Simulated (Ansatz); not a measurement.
Molecule: sum formula H$_{4}$Si$_{2}$OCl$_{2}$ (charge 0, singlet). SMILES: [SiH3]O[SiH](Cl)Cl
Structure (B3LYP-D3(BJ)/def2-TZVP (Ansatz, an electronic-structure program) minimum search):
```
O
Si 1 1.6098
Si 1 1.6526 2 146.99
H 2 1.4623 1 109.98 3 179.84
H 3 1.4760 1 107.23 2 179.37
H 3 1.4779 5 110.35 1 -119.12
H 3 1.4780 5 110.36 6 -121.74
Cl 2 2.0507 4 109.22 1 -120.76
Cl 2 2.0507 4 109.23 1 120.76
```
Charge 0, spin multiplicity 1.

Computed values are from Ansatz. Correlated levels leave the core frozen unless marked. Open shells are spin-unrestricted. Spin-orbit coupling is left out. Non-relativistic. CBS marks a two-point X^-3 extrapolation of the correlation energy; Hartree-Fock from the larger set.

Problem. What is the T1 diagnostic at CCSD/aug-cc-pV(Q+d)Z?

Solution. 0.010.

Problem. What is the total energy at CCSD(T)/CBS(aug-cc-pV(T+d)Z,aug-cc-pV(Q+d)Z)?

Solution. -1575.4767 Eh.

Problem. What is the dipole moment at CCSD(T)/aug-cc-pV(D+d)Z?

Solution. 1.27 D.

Problem. What is the atomisation energy De at CCSD(T)/CBS(aug-cc-pV(T+d)Z,aug-cc-pV(Q+d)Z)?

Solution. 740.9 kcal/mol.
